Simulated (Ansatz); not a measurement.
Reaction (formal exchange of groups at the Si–O bond): `O[SiH]([SiH3])S` + `C/N=C(\C)N` → `N[SiH]([SiH3])S` + `C/N=C(\C)O`

Program: Ansatz. Geometries: PBE0-D4/def2-TZVP. ΔE: electronic, gas phase. CCSD(T)/CBS adds triple-zeta CCSD(T) − MP2 to the extrapolated MP2 energy (def2 sets, frozen cores). Double bonds are as drawn, so ΔE can hold a change between cis and trans. Each species was taken in one conformer, which may not be the lowest.

`O[SiH]([SiH3])S`:

Z-matrix (Å, degrees):
```
Si
Si 1 2.335
S 1 2.148 2 108.2
O 1 1.647 2 106.3 3 121.4
H 1 1.489 2 113.2 3 -116.3
H 2 1.487 1 108.9 3 69.0
H 2 1.487 1 109.5 3 -50.2
H 2 1.487 1 111.0 3 -170.8
H 3 1.343 1 94.5 2 -141.6
H 4 0.959 1 117.6 2 -165.9
```

`C/N=C(\C)N`:

Z-matrix (Å, degrees):
```
C
N 1 1.439
H 1 1.099 2 113.1
H 1 1.091 2 109.2 3 119.4
H 1 1.099 2 112.6 3 -121.6
C 2 1.271 1 118.5 3 57.8
N 6 1.376 2 119.1 1 175.2
C 6 1.502 2 125.5 1 -1.8
H 7 1.005 6 117.6 2 152.6
H 7 1.008 6 114.1 2 13.0
H 8 1.090 6 112.4 2 -179.2
H 8 1.093 6 109.9 2 60.3
H 8 1.092 6 110.3 2 -57.5
```

`N[SiH]([SiH3])S`:

Z-matrix (Å, degrees):
```
Si
Si 1 2.339
S 1 2.161 2 107.6
N 1 1.713 2 110.4 3 120.9
H 1 1.487 2 112.3 3 -120.7
H 2 1.488 1 112.1 3 168.7
H 2 1.489 1 109.6 3 47.9
H 2 1.489 1 109.2 3 -70.7
H 3 1.344 1 94.9 2 -47.7
H 4 1.007 1 120.7 2 -53.7
H 4 1.007 1 120.1 2 159.7
```

`C/N=C(\C)O`:

Cartesian coordinates in Å:
```
C 1.334 -0.027 0.975
N 0.632 -0.932 0.099
C -0.398 -0.520 -0.500
C -1.023 0.834 -0.427
O -1.063 -1.358 -1.321
H 2.191 -0.540 1.411
H 1.712 0.858 0.446
H 0.705 0.329 1.801
H -1.308 1.061 0.603
H -1.904 0.892 -1.063
H -0.304 1.596 -0.737
H -0.575 -2.193 -1.289
```

```tsv
species	CCSD(T)/def2-TZVPP energy (Eh)
`O[SiH]([SiH3])S`	-1054.65130
`C/N=C(\C)N`	-228.24551
`N[SiH]([SiH3])S`	-1034.77413
`C/N=C(\C)O`	-248.10825
```

Problem. Work out ΔE.

Solution. ΔE = (-1034.77413) + (-248.10825) − (-1054.65130) − (-228.24551) = 0.01443 Eh = +9.1 kcal/mol. CCSD(T)/CBS gives +9.5 kcal/mol.

Largest T1 diagnostic among the species: 0.013.
